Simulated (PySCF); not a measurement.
Choosing a molecule for a target property.

Each SMILES stands for a single optimised conformer of the isolated species, non-relativistic unless stated. Electronic properties by PySCF.

The conformers computed, where there is a choice (atom-mapped SMILES and torsion angles):
- `[H]/[N:4]=[C:3]([CH:2]=[CH2:1])/[CH:5]=[N:6]\[H]`: C1–C2–C3–N4 0°, C2–C3–C5–N6 180°
- `[CH2:1]=[P:2][C:3]([F:4])([F:5])[F:6]`: C1–P2–C3–F4 60°
- `[O:1]=[C:2]=[C:3]([CH:4]=[O:5])[C@H:6]([SiH3:7])[CH2:8][F:9]`: C2–C3–C4–O5 -179°, C2–C3–C6–Si7 89°, C3–C6–C8–F9 65°

The conformers of `O=C(O)[C@@H]1C=C(F)C[SiH2]1` aren't listed.

**Question.** Wanted: static isotropic polarisability above 90 au (wB97X-D/def2-SVPD) and lowest triplet excitation (Tamm–Dancoff) above 3 eV (TDA wB97X-D/def2-SVPD), at GFN2-xTB geometries. Which candidate meets both?
A. `O=C(O)[C@@H]1C=C(F)C[SiH2]1`
B. `C[C@@]1(F)C=CO[SiH2]C1=O`
C. `O=C=C(C=O)[C@H]([SiH3])CF`
D. `C=CC(=N\[H])/C=N\[H]`
E. `FC(P=C)(F)F`

**Answer.** C. Computed values:
| species | static isotropic polarisability | lowest triplet excitation (Tamm–Dancoff) |
| --- | --- | --- |
| FC(P=C)(F)F | 52.1 au | 2.93 eV |
| C=CC(=N\[H])/C=N\[H] | 63.3 au | 3.11 eV |
| C[C@@]1(F)C=CO[SiH2]C1=O | 85.6 au | 2.71 eV |
| O=C(O)[C@@H]1C=C(F)C[SiH2]1 | 87.4 au | 4.55 eV |
| O=C=C(C=O)[C@H]([SiH3])CF | 92.5 au | 3.47 eV |

**Question.** Wanted: lowest singlet excitation below 4.4 eV (TDDFT wB97X-D/def2-SVPD) and smallest rotational constant below 1 GHz (GFN2-xTB), at GFN2-xTB geometries. Which candidate meets both?
A. `C[C@@]1(F)C=CO[SiH2]C1=O`
B. `C(C(=N\[H])/C=N\[H])=C`
C. `C=PC(F)(F)F`
D. `O=C=C(C=O)[C@H]([SiH3])CF`

**Answer.** D. Computed values:
```
                  species  lowest singlet excitation  smallest rotational constant
 C[C@@]1(F)C=CO[SiH2]C1=O                    3.29 eV                     1.129 GHz
O=C=C(C=O)[C@H]([SiH3])CF                    3.75 eV                     0.853 GHz
   C(C(=N\[H])/C=N\[H])=C                    3.88 eV                     1.868 GHz
              C=PC(F)(F)F                    4.86 eV                     2.090 GHz
```
